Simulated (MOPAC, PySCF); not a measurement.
H₆BN₃, SMILES `NB(N)N`, neutral singlet in the gas phase. 

Z-matrix (Å, degrees):
```
B
N 1 1.4286
H 2 1.0038 1 122.69
H 2 1.0038 3 113.08 1 166.86
N 1 1.4290 2 120.08 3 174.09
H 5 1.0039 1 122.53 2 -173.00
H 5 1.0040 6 113.00 1 -165.34
N 1 1.4311 2 119.98 3 -6.36
H 8 1.0046 1 121.80 2 -167.81
H 8 1.0046 9 112.49 1 -158.26
```
Charge 0, multiplicity 1.

All levels are single points at this geometry (r2SCAN-D4/def2-TZVP); Pople sets use spherical d functions. Orbital energies aren't observables, and empty levels follow the basis.

SVWN5/6-31G* in PySCF gives HOMO (eV) = -4.57.

Estimate the HOMO (eV) from each of these levels: PBE-D3(BJ)/def2-TZVP in PySCF; r2SCAN-D4/def2-TZVP in PySCF; B3LYP/3-21G in PySCF; BP86/6-31G* in PySCF; PM3 in MOPAC.


```csv
level,HOMO (eV)
PBE-D3(BJ)/def2-TZVP in PySCF,-5.12
r2SCAN-D4/def2-TZVP in PySCF,-5.43
B3LYP/3-21G in PySCF,-5.32
BP86/6-31G* in PySCF,-4.59
PM3 in MOPAC,-8.23
```
